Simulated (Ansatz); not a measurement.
`[CH3][In]([F])[SiH3]` and `O[CH2][In]([F])[SiH3]` differ in one atom or group.

Ansatz, PBE0-D4/def2-TZVP geometries, multiplicity 1. Each molecule was computed in one conformer, which needn't be the lowest.

Elements past krypton have def2 core potentials.

| property | `[CH3][In]([F])[SiH3]` |
| --- | --- |
| LUMO energy (PBE/def2-TZVPP) / eV | -2.42 |
| LUMO energy (B3LYP/def2-TZVPP) / eV | -1.98 |
| HOMO energy (PBE0/def2-TZVPP) / eV | -7.52 |
| LUMO energy (PBE0/def2-TZVPP) / eV | -1.72 |
| HOMO–LUMO gap (PBE0/def2-TZVPP) / eV | 5.81 |
| HOMO energy (ωB97M-V/def2-TZVPP) / eV | -9.54 |

(1) Give the same properties after the change, and the shifts. (Estimate.)

Answers

(1) Ansatz gave: 
```tsv
property	`O[CH2][In]([F])[SiH3]`	shift
LUMO energy (PBE/def2-TZVPP) / eV	-2.49	-0.07
LUMO energy (B3LYP/def2-TZVPP) / eV	-2.07	-0.09
HOMO energy (PBE0/def2-TZVPP) / eV	-6.80	0.72
LUMO energy (PBE0/def2-TZVPP) / eV	-1.81	-0.09
HOMO–LUMO gap (PBE0/def2-TZVPP) / eV	4.99	-0.82
HOMO energy (ωB97M-V/def2-TZVPP) / eV	-8.88	0.66
```

With PBE0 the HOMO rises by 0.72 eV and the LUMO falls by 0.09 eV, so the gap narrows by about 0.81 eV. PBE moves the HOMO by 0.81 eV and ωB97M-V by 0.66 eV.

B3LYP here is the variant with VWN-RPA as its local correlation; programs differ in this.
